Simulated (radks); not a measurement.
Valence configurations of Eu2+ (all share [Xe]). All-electron calculation, scalar-relativistic Kohn-Sham, PBE, spin-polarised, spherical densities, point nucleus; open shells are filled with parallel spins first (spin-orbit coupling, left out, can overturn this in heavy ions). Program: a radial shooting solver on a logarithmic mesh with Libxc functionals. Energies are relative to 4f7; eigenvalues in eV for spin up.

valence,E (eV),moment (Bohr magnetons),e(4f),e(5d),e(6p),e(6s)
4f7,0.000,7,-17.630,-,-,-
4f6.5 5d0.5,2.336,7,-20.516,-14.863,-,-
4f6 6p1,11.005,7,-27.414,-,-12.628,-
4f5 6s2,21.162,5,-36.178,-,-,-18.031
4f4 6s2 6p1,49.178,5,-48.166,-,-15.170,-20.681
4f6 5d1,5.732,7,-23.606,-15.733,-,-
4f6 6s1,6.524,7,-26.254,-,-,-16.472
4f6.5 6p0.5,4.574,7,-22.356,-,-11.446,-
4f5 6p2,30.155,7,-38.327,-,-14.689,-
4f4 6s1 6p2,53.172,7,-49.095,-,-16.026,-21.644

NIST lists [Xe] 4f7 as the ground configuration; this level of theory agrees among the configurations tried. The energies are those of spherical high-spin densities, not of single terms.
